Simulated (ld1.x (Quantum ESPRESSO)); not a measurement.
## Logarithmic derivatives: Fe, ultrasoft

iron, ultrasoft, made with ld1.x (Quantum ESPRESSO) 7.5 (PBE, scalar-relativistic). Core [Ne], reference 3s2 3p6 3d6 4s0 4p0 (charge +2). Waves: 3s (bound): rcut 1.05, rcutus 1.25 bohr; 4s (bound, empty): rcut 1.05, rcutus 1.25 bohr; 3p (bound): rcut 1.25, rcutus 1.70 bohr; 4p (bound, empty): rcut 1.25, rcutus 1.70 bohr; 3d (bound): rcut 1.35, rcutus 1.85 bohr; 3d channel at 1.85 Ry: rcut 1.35, rcutus 1.85 bohr; 4f channel at 0.5 Ry: rcut 1.55, rcutus 1.70 bohr; 4f channel at 2.1 Ry: rcut 1.55, rcutus 1.70 bohr. Local part: all-electron potential smoothed inside 1.20 bohr (lloc = -2). Core correction: none. Augmentation charge: built from norm-conserving waves at rcut, not smoothed further.

The phase is arctan(r·u′/u) with u = r·R(r), unwrapped; energies in Ry, scanned from -10 to 5 Ry. A pole is an energy at which the radial function vanishes at the test radius. The pseudo phase is shifted by a multiple of π to meet the all-electron one at the reference energy, and phase errors are pseudo minus all-electron; the curves can meet again beyond the range given. Levels narrower than the energy grid can be missing from the lists of poles.

Problem. For each channel, where are the poles, and over which energies does the pseudopotential scatter like the atom?

Solution.

```json
{"channel": "s", "radius (bohr)": "2.01", "reference energy (Ry)": "-1.48", "poles, all-electron": "-8.20, 3.32", "poles, pseudo": "-8.20, -5.01", "unbroken range about the reference energy with phases within 0.05 rad": "not even at the reference energy", "phase error 1 Ry above the reference energy (rad)": "+0.995"}
{"channel": "p", "radius (bohr)": "2.01", "reference energy (Ry)": "-1.05", "poles, all-electron": "-5.65, 4.63", "poles, pseudo": "-5.64, 2.79", "unbroken range about the reference energy with phases within 0.05 rad": "not even at the reference energy", "phase error 1 Ry above the reference energy (rad)": "+0.959"}
{"channel": "d", "radius (bohr)": "2.01", "reference energy (Ry)": "-1.89", "poles, all-electron": "-1.50", "poles, pseudo": "-1.45, 4.93", "unbroken range about the reference energy with phases within 0.05 rad": "-2.0 to -1.1", "phase error 1 Ry above the reference energy (rad)": "+0.059"}
{"channel": "f", "radius (bohr)": "2.01", "reference energy (Ry)": "0.50", "poles, all-electron": "none", "poles, pseudo": "none", "unbroken range about the reference energy with phases within 0.05 rad": "the whole range", "phase error 1 Ry above the reference energy (rad)": "+0.000"}
```

A Bessel basis up to 400 Ry misses an occupied level by 1.33 Ry, so cutoffs and ghosts were not judged.

Phases in the d channel:

| E (Ry) | all-electron | pseudo |
| --- | --- | --- |
| -10.00 | 1.404 | 1.409 |
| -9.52 | 1.399 | 1.405 |
| -9.04 | 1.394 | 1.400 |
| -8.56 | 1.388 | 1.395 |
| -8.08 | 1.382 | 1.389 |
| -7.60 | 1.375 | 1.383 |
| -7.12 | 1.367 | 1.376 |
| -6.64 | 1.358 | 1.368 |
| -6.16 | 1.347 | 1.359 |
| -5.68 | 1.335 | 1.348 |
| -5.20 | 1.320 | 1.336 |
| -4.72 | 1.302 | 1.320 |
| -4.24 | 1.278 | 1.299 |
| -3.76 | 1.244 | 1.270 |
| -3.28 | 1.190 | 1.224 |
| -2.80 | 1.082 | 1.129 |
| -2.32 | 0.686 | 0.765 |
| -1.84 | -1.195 | -1.194 |
| -1.36 | -1.639 | -1.605 |
| -0.88 | -1.773 | -1.713 |
| -0.40 | -1.864 | -1.772 |
| 0.08 | -1.957 | -1.819 |
| 0.56 | -2.081 | -1.864 |
| 1.04 | -2.280 | -1.914 |
| 1.52 | -2.650 | -1.974 |
| 2.00 | -3.281 | -2.054 |
| 2.48 | -3.874 | -2.172 |
| 2.96 | -4.203 | -2.367 |
| 3.44 | -4.378 | -2.741 |
| 3.92 | -4.483 | -3.448 |
| 4.40 | -4.553 | -4.186 |
| 4.88 | -4.604 | -4.665 |
